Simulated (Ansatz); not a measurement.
`FC(F)(F)[Te]` radical from Hartree–Fock to CCSD(T)

Cartesian coordinates in Å:
```
F -1.293 0.511 0.148
C -0.045 0.046 0.132
F 0.047 -0.873 1.092
F 0.773 1.054 0.446
Te 0.518 -0.738 -1.818
```

The species carries charge 0 and has multiplicity 2. Correlated methods include outer-core shells of Te, which these sets cover unevenly. Te: def2 effective core potential. The structure was optimised at the PBE0-D4/def2-TZVP level. Frozen core, unrestricted reference, the Gaussian-basis code of Ansatz.

```json
{"basis": "def2-SVP", "HF (Eh)": "-602.88306", "MP2 corr.": "-0.77416", "CCSD corr.": "-0.79376", "(T)": "-0.01744", "CCSD(T) total": "-603.69426"}
{"basis": "def2-TZVPP", "HF (Eh)": "-603.31905", "MP2 corr.": "-1.33266", "CCSD corr.": "-1.31442", "(T)": "-0.03890", "CCSD(T) total": "-604.67237"}
{"basis": "def2-QZVPP", "HF (Eh)": "-603.33524", "MP2 corr.": "-1.57358", "CCSD corr.": "–", "(T)": "–", "CCSD(T) total": "–"}
```
